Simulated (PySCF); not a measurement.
Species: C₉H₁₆.
SMILES: `C1C(C2CC2)CCCC1`

A linear-response calculation (PySCF, def2-SVPD basis, gas phase, vertical, core orbitals frozen in the response) gave these numbers; the functional is withheld.

Orbital energies (eV): HOMO-3 -9.99, HOMO-2 -9.82, HOMO-1 -9.51, HOMO -9.13, LUMO 1.42, LUMO+1 1.62, LUMO+2 1.84.

| state | E (eV) | f | main configurations (H = HOMO, L = LUMO) |
| --- | --- | --- | --- |
| S1 | 7.83 | 0.0010 | H→L+1 (42%), H→L (35%), H→L+3 (11%) |
| S2 | 7.89 | 0.0002 | H→L+1 (46%), H→L (43%) |
| S3 | 8.12 | 0.0027 | H-1→L (42%), H-1→L+3 (24%), H-1→L+1 (10%) |
| S4 | 8.25 | 0.0048 | H-1→L+1 (52%), H-1→L (20%), H→L+2 (8%) |
| S5 | 8.30 | 0.015 | H→L+2 (72%), H-1→L+1 (16%) |
| S6 | 8.33 | 0.0009 | H→L+3 (51%), H-4→L (26%), H→L (9%) |

Triplets (Tamm–Dancoff): T1 7.69 eV, H→L (38%), H→L+1 (34%), H→L+3 (11%); T2 7.78 eV, H→L+1 (49%), H→L (37%); T3 7.94 eV, H-1→L (37%), H-1→L+3 (26%), H-1→L+1 (8%); T4 8.06 eV, H-1→L+1 (49%), H-1→L (20%), H-2→L (9%).

Vertical ionisation energy by ΔSCF with the same functional: 9.76 eV. Mean static polarisability: 100.7 au.

Question: Which of these was used?
A. CAM-B3LYP
B. HF
C. B3LYP
D. PBE

Answer: A. CAM-B3LYP is range-separated, 19% exact exchange at short range and 65% at long range (ω = 0.33 bohr⁻¹). In this run −ε(HOMO) = 9.13 eV differs from the ΔSCF value by -0.63 eV, and S1 differs from the orbital gap of 10.55 eV by -2.72 eV. The ratio −ε(HOMO)/IP is 0.94. Small neutral molecules mostly give 0.85 to 0.93 with CAM-B3LYP, 0.5 to 0.7 with PBE, 0.67 to 0.83 with B3LYP; with Hartree–Fock the ratio is 1 or more (Koopmans' value less the relaxation energy is the ΔSCF value). The other options: PBE, a GGA without exact exchange; HF, time-dependent Hartree–Fock, 100% exact exchange; B3LYP, a global hybrid with 20% exact exchange.

Computed, not measured: TDDFT CAM-B3LYP/def2-SVPD, vertical, gas phase, core orbitals frozen in the response in PySCF. Isolated species at its PBE0-D3(BJ)/def2-SVP geometry (one conformer only).
